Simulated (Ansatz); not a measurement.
## Relaxing a trial structure of NSSbSi

The starting geometry of this gas-phase triplet was optimised with r2SCAN-D4.

```xyz
4

N    -1.2958    2.3787    2.2226
S    -3.7900   -0.0705    2.3075
Sb    0.2377    1.3445    3.1365
Si   -2.0991    0.8803    2.5212
```

**Question.** Where would you expect an optimisation with r2SCAN-D4/def2-SVP to take it?

**Answer.** A bond breaks, giving a structure given below by its coordinates. Contacts that open: Sb3–Si4 (2.46 → 3.57 Å).

The energy falls by 0.63 eV over 18 steps:

```
step  E − E(last) (eV)
   1             0.635
   3             0.418
   5             0.282
   7             0.219
   9             0.083
  10             0.038
  12             0.002
  14             0.000
  16             0.000
  18             0.000
```

Final geometry (Å):

```yaml
atoms:
  - { symbol: N, position_ang: [-1.0333, 1.4168, 2.6794] }
  - { symbol: S, position_ang: [-4.2416, 0.1265, 2.0795] }
  - { symbol: Sb, position_ang: [0.7965, 2.1508, 3.0186] }
  - { symbol: Si, position_ang: [-2.4688, 0.8388, 2.4103] }
```

Frequencies at the end are all real (lowest 34 cm⁻¹). Open shells are spin-unrestricted. The triplet needn't be the ground state. Atoms past krypton carry core potentials, without spin–orbit terms. Run with Ansatz 0.2.0, 3.1 min on 1 thread of Arm Neoverse V1, on a shared host.
